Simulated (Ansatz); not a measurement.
Input for Ansatz (a first-principles code): R-PBE0/def2-TZVPPD on H3N2P (a complex), monomers drawn apart or pushed together. Files ending in .json are basis or fitting sets from the Basis Set Exchange.

Ansatz 0.2 input:
```yaml
crystal:
  periodic: [false, false, false]
  atoms:
    - {symbol: N, position_ang: [-0.47407844, 0.52883597, -0.25862598]}
    - {symbol: N, position_ang: [0.54419226, 0.13944552, -0.29480866]}
    - {symbol: P, position_ang: [0.17100227, -0.17447176, 3.40517222]}
    - {symbol: H, position_ang: [-0.81504452, -0.79075092, 2.59254334]}
    - {symbol: H, position_ang: [-0.03453069, 1.10473393, 2.82737945]}
    - {symbol: H, position_ang: [1.22600205, -0.49845952, 2.51393775]}
basis:
  gaussian:
    orbitals: def2-TZVPPD.json
hamiltonian:
  xc: {name: PBE0}
scf: {lower_state_search: off}
```

It printed:

```
Functional definition: PBE0
[...]
these checks for a lower state are left out or cut short: stability, starts, cluster_reference, orbital_swaps, neighbouring_geometries, increment
integrals: 0.07 GiB planned
875 factors; their error is unknown
mean field: 0.65 GiB planned
mean field evaluation 1: about -12310.8004 eV, gradient 2.5e1 eV
mean field evaluation 2: about -12311.5425 eV, gradient 1.7e1 eV
mean field evaluation 4: about -12312.1166 eV, gradient 2.7e-1 eV
mean field evaluation 8: about -12312.1481 eV, gradient 7.9e-2 eV
mean field evaluation 16: about -12312.1481 eV, gradient 2.2e-6 eV
mean field -12312.14812365 eV, -452.4630980705 hartree, gradient 2.2e-6 eV, S^2 0.000000; 0 other end points of the search recorded, 0 dependent functions left out
reference -12312.14815121 eV, -452.4630990832 hartree; 16, 16 occupied and 157, 157 virtual orbitals, 875 factors
Total energy: -12312.14815121 eV, -452.4630990832 hartree
Checks for a lower state left out: stability, starts, cluster_reference, orbital_swaps, neighbouring_geometries, increment
```

The run converged.

Cost: about 1.3 core-seconds (a rough figure).
